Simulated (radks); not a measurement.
The numbers below are computed, except where a source is named.
All-electron atom: Ga+ in [Ar] 3d9 4s2 4p1 (not the ground configuration).

Code: a radial shooting solver on a logarithmic mesh with Libxc functionals. Model: Dirac Kohn-Sham, PBEsol, spin-unpolarised, spherical densities, point nucleus; open shells fill j = l - 1/2 first.

Energy parts (eV):
| part | energy |
|---|---|
| total | -52831.841 |
| kinetic | 53879.398 |
| electron-nucleus | -127006.620 |
| Hartree | 22291.553 |
| exchange-correlation | -1996.172 |

Orbitals (lengths in bohr, moments of r in powers of bohr):
orbital  occ.  eigenvalue (eV)       <r^4>     <r^2>      <r>
1s1/2       2        -10237.46  0.00002605  0.003182  0.04863
2s1/2       2        -1280.874    0.005446   0.05599   0.2178
2p1/2       2        -1136.411    0.003852   0.04361   0.1884
2p3/2       4        -1108.804    0.004096   0.04512   0.1919
3s1/2       2        -166.3547      0.3790    0.4846   0.6481
3p1/2       2        -119.5560      0.4725    0.5214   0.6655
3p3/2       4        -115.8574      0.5027    0.5377   0.6758
3d3/2       4         -37.1374       1.339    0.7412   0.7614
3d5/2       5         -36.6405       1.376    0.7511   0.7664
4s1/2       2         -19.3087       39.48     4.956    2.081
4p1/2       1         -11.2415       98.82     7.637    2.567
4p3/2       0         -11.0166       104.3     7.850    2.603

The highest occupied level is 4p1/2 at -11.242 eV. The density falls to 0.001 e/bohr^3 at r = 3.97 bohr.
